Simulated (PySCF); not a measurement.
## Radial density of Al⁻ (aluminium, charge -1)

UHF, [Ne] 3s2 3p2, high-spin 3P determinant. Computed with PySCF 2.14 in aug-cc-pVTZ-DK (6s5p3d2f, 50 functions), with scalar relativity by spin-free X2C-1e.

```tsv
r (bohr)	4πr²ρ (e/bohr)	4πr²(ρα − ρβ)
0.00168	0.05578	0.0000
0.00283	0.1470	0.0000
0.00475	0.3829	-0.0001
0.00800	0.9708	-0.0002
0.0135	2.338	-0.0005
0.0226	5.138	-0.0010
0.0381	9.665	-0.0016
0.0640	14.00	-0.0008
0.108	13.50	0.0063
0.181	8.963	0.0253
0.305	10.35	0.0451
0.512	12.40	0.0299
0.862	5.325	-0.0040
1.45	1.165	0.1034
2.44	1.212	0.4002
4.10	0.6061	0.3851
6.90	0.1436	0.1327
11.6	0.01713	0.0171
19.5	9.556e-05	0.0001
```

Densities and radii are taken from the X2C orbitals without a picture-change correction, which distorts them close to the nucleus.

Task: Where is the radial spin density 4πr²(ρα − ρβ) most negative, and why is it negative at all?

Result: Around r = 0.862 bohr, down to -0.0040 e/bohr: exchange with the open shell polarises the paired shells in an unrestricted calculation.
